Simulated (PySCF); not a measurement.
Compound: C₃H₈BN.
Bonds: B1–N2, N2–C3, C3–C4, C4–C5, C3–C5. Hydrogens: H6, H7 on B1; H8 on N2; H9 on C3; H10, H11 on C4; H12, H13 on C5.

Computed with PySCF at wB97X-D/def2-SVPD, non-relativistic, on one gas-phase PBE0-D3(BJ)/def2-SVP geometry that isn't relaxed in the solvent. The solvent is an IEF-PCM continuum (cavity from Bondi-type radii × 1.2), and excitations are vertical TDDFT with non-equilibrium linear response and a frozen core. Specific hydrogen bonds and non-electrostatic terms are outside this model.

Gas-phase singlets (H = HOMO, L = LUMO):

```csv
state,E (eV),λ (nm),f,leading configuration
S1,7.019,177,0.022,H→L+1 80%
S2,7.050,176,0.335,H→L 97%
S3,7.349,169,0.000,H-2→L 57%
S4,7.621,163,0.001,H→L+3 90%
S5,8.002,155,0.000,H→L+2 85%
```

Task: How does the list change in acetonitrile (ε = 35.69)?

Result: 
```
state  E (eV)  λ (nm)      f  leading configuration  change by rank (eV)
   S1   6.743     184  0.393                H→L 97%               -0.276
   S2   7.198     172  0.033              H→L+1 77%               +0.148
   S3   7.332     169  0.001              H-2→L 78%               -0.017
   S4   7.763     160  0.000              H→L+3 94%               +0.142
   S5   8.058     154  0.002              H→L+2 84%               +0.056
```

Task: The ground-state energy changes by -0.136 eV from gas to acetonitrile. By how much does the total energy of gas-phase S2 change?

Result: E(S2) = E(S0) + excitation energy, so it changes by -0.136 − 0.307 = -0.443 eV: it is lowered more than the ground state, which is what a red shift means. This is the vertical state, with the slow part of the continuum still set for S0.

Task: How do the frontier levels move from gas to acetonitrile?

Result: 
```tsv
orbital	gas (eV)	solvent (eV)	change (eV)
LUMO+2	2.81	3.00	+0.19
LUMO+1	2.21	2.26	+0.05
LUMO	2.16	2.02	-0.14
HOMO	-9.04	-8.92	+0.12
HOMO-1	-10.56	-10.41	+0.15
HOMO-2	-11.01	-11.06	-0.05
HOMO-3	-12.25	-11.99	+0.26
```

The HOMO–LUMO gap goes from 11.20 to 10.94 eV. Rows go by rank; for HOMO-3, LUMO, LUMO+1 and LUMO+2 the atom shares or the degeneracy differ between the runs, so the row needn't follow one orbital.

On one thread of an Arm Neoverse V2, no GPU, on a shared host, this took 12 s and 0.84 GiB of memory at its peak. This is the whole response run at wB97X-D/def2-SVPD in acetonitrile, SCF included.

The values belong to the conformer `[BH2:1][NH:2][CH:3]1[CH2:4][CH2:5]1`: B1–N2–C3–C4 144°.

The pairwise dispersion term of wB97X-D wasn't added to the energies; at a given geometry it leaves orbitals and properties as they are.
